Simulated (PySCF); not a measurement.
# Optical rotation: `C[C@H]1[C@@H](F)[C@H]1[Si@H](C)Cl`, C5H10ClFSi

Geometry:
| atom | x (Å) | y (Å) | z (Å) |
| --- | --- | --- | --- |
| C1 | -2.283 | 0.598 | 0.132 |
| C2 | -1.523 | -0.671 | 0.421 |
| C3 | -0.763 | -1.368 | -0.658 |
| F4 | -0.723 | -0.797 | -1.900 |
| C5 | -0.010 | -0.696 | 0.450 |
| Si6 | 1.050 | 0.835 | 0.111 |
| C7 | 2.871 | 0.297 | 0.137 |
| Cl8 | 0.729 | 2.147 | 1.627 |
| H9 | -3.318 | 0.364 | -0.111 |
| H10 | -1.844 | 1.126 | -0.710 |
| H11 | -2.270 | 1.253 | 1.000 |
| H12 | -2.023 | -1.319 | 1.134 |
| H13 | -0.777 | -2.446 | -0.761 |
| H14 | 0.420 | -1.385 | 1.170 |
| H15 | 0.705 | 1.502 | -1.141 |
| H16 | 3.528 | 1.147 | -0.021 |
| H17 | 3.141 | -0.149 | 1.091 |
| H18 | 3.081 | -0.431 | -0.640 |

Level of theory: PySCF, TDDFT CAM-B3LYP/def2-SVPD circular dichroism and optical rotation, one conformer, gas phase. Geometry: GFN2-xTB.

The molecule is flexible and this is one conformer; a measurement averages over conformers.

Stereocentres: C2 S, C3 R, C5 S, Si6 S.

Task: What is the specific rotation at 633, 589.3, 546, 436, 405, 365, 355 nm?

Result: [α] in deg dm⁻¹ (g/mL)⁻¹:
```tsv
λ (nm)	origin-invariant length gauge	modified velocity gauge	length gauge (centre of mass)	isotropic polarisability (au)
633	+68.4	+70.7	+67.8	97.0
589.3	+80.0	+82.8	+79.3	97.3
546	+95.0	+98.2	+94.1	97.7
436	+160.4	+165.9	+159.0	99.3
405	+192.2	+198.8	+190.5	100.1
365	+250.6	+259.3	+248.3	101.4
355	+269.7	+279.0	+267.2	101.8
```

Task: And for the mirror image at 589.3 nm?

Result: -80.0 deg dm⁻¹ (g/mL)⁻¹ (origin-invariant length gauge): the same size and the opposite sign.

Task: What is the molar rotation [Φ] = [α]·M/100 of the geometry above at 589.3 nm?

Result: With M = 152.67 g/mol, +122.2 deg cm² dmol⁻¹ (origin-invariant length gauge).

The first excitation lies at 7.47 eV (166 nm) with R = +2.9 × 10⁻⁴⁰ esu² cm² (velocity form).
